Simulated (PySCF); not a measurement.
Compound: Zr(OEt)Cl3, C2H5Cl3OZr (singlet state).
Geometry (PBE0-D3(BJ)/def2-SVP, Å), atoms numbered from 1 in this order:
```
atom  x, y, z in Å
Zr1    0.6353   -0.4049   -2.0735
O2    -0.2383   -0.0065   -0.4694
C3    -0.9133    0.2609    0.7289
C4     0.0407    0.2618    1.9009
H5    -1.4212    1.2353    0.6265
H6    -1.6964   -0.5053    0.8612
H7    -0.5038    0.4684    2.8341
H8     0.5342   -0.7168    1.9989
H9     0.8173    1.0306    1.7741
Cl10   2.9599   -0.3500   -1.7304
Cl11  -0.0490    1.1845   -3.6519
Cl12  -0.0500   -2.5409   -2.7484
```

Theory: TDDFT CAM-B3LYP/def2-SVPD, vertical, gas phase, core orbitals frozen in the response, def2 core potentials past Kr in PySCF. Spin–orbit coupling is left out. Note that the optimisation stopped short of convergence; the values belong to its last geometry.

Kohn–Sham orbitals with the atoms that hold most of them (Löwdin shares over 4%, at most four atoms; ? is withheld):

```tsv
orbital	ε (eV)	atoms
HOMO-3	-11.05	Cl10 27%, Cl11 22%, Cl12 20%, O2 9%
HOMO-2	-10.59	Cl11 33%, Cl10 33%, Cl12 32%
HOMO-1	-10.56	Cl10 36%, O2 25%, Cl11 16%, Cl12 7%
HOMO	-10.49	?
LUMO	-0.86	Zr1 69%, Cl11 11%, Cl12 11%, Cl10 5%
LUMO+1	-0.83	Zr1 68%, Cl10 13%, Cl12 8%, Cl11 7%
LUMO+2	-0.02	Zr1 57%, Cl11 10%, Cl10 9%, Cl12 9%
```

(1) Which atoms hold the HOMO, and with what shares?

(2) The HOMO–LUMO gap is 9.63 eV. Where does the response calculation put the lowest singlet, and from which orbitals?

Answers

(1) O2 (bonded to C and Zr) 28%; Cl12 (bonded to Zr) 27%; Cl11 (bonded to Zr) 18%; C3 (bonded to C, O and 2 H) 10%. By element: chlorine 45% or more, oxygen 28%, carbon 10% or more.

(2) S1 is at 6.05 eV (f = 0.0002), 3.59 eV below the gap, made of HOMO→LUMO (68%), HOMO-1→LUMO+1 (21%). 

For S1 the Löwdin share of zirconium is at most 11% in HOMO and 69% in LUMO (ligand-to-metal charge transfer by this measure).

Next come S2 at 6.14 eV (f 0.0004), HOMO→LUMO+1 (35%), HOMO-1→LUMO (26%), HOMO-2→LUMO+1 (11%); S3 at 6.14 eV (f 0.0003), HOMO-1→LUMO+1 (49%), HOMO-1→LUMO (13%), HOMO→LUMO (13%); S4 at 6.33 eV (f 0.019), HOMO-1→LUMO (42%), HOMO→LUMO+1 (40%); S5 at 6.36 eV (f 0.038), HOMO-2→LUMO (68%), HOMO-1→LUMO+1 (8%).

Orbitals of the list HOMO-3 to LUMO+2 that lie within 0.01 eV of each other are written together with a slash and their weights summed (≥ marks a lower bound); for degenerate orbitals outside that list single weights are arbitrary.

Hardware: one thread, Arm Neoverse N1 (aarch64), shared host. Cost: 14 min (with the writing of density and orbital grids), 1.4 GiB resident at most.
